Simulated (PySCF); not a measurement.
Method: PBE-D3(BJ)/def2-TZVP // BP86-D3(BJ)/def2-SVP in PySCF. Gas-phase values, no solvent. One relaxed conformer stands for a flexible species; it need not be the lowest. 

Reference species: [Hf(OH)4] (neutral, multiplicity 1).

```json
{
  "charge on the central atom (Mulliken)": "1.43 e",
  "HOMO": "-6.71 eV",
  "mean_distance_from_the_central_atom_to_its_bonded_neighbours": "1.942 Å"
}
```

Changed species: [Hf(Cl)3(OH)] (1 of 4 Cl replaced by OH; the reference has 4 of 4 Cl replaced by OH).

Q: Predict the effect on the charge on the central atom (Mulliken), HOMO and mean distance from the central atom to its bonded neighbours.

A: the charge on the central atom (Mulliken) falls by 0.23 e, to 1.20 e; the HOMO falls by 1.20 eV, to -7.91 eV; the mean distance from the central atom to its bonded neighbours rises by 0.299 Å, to 2.241 Å.
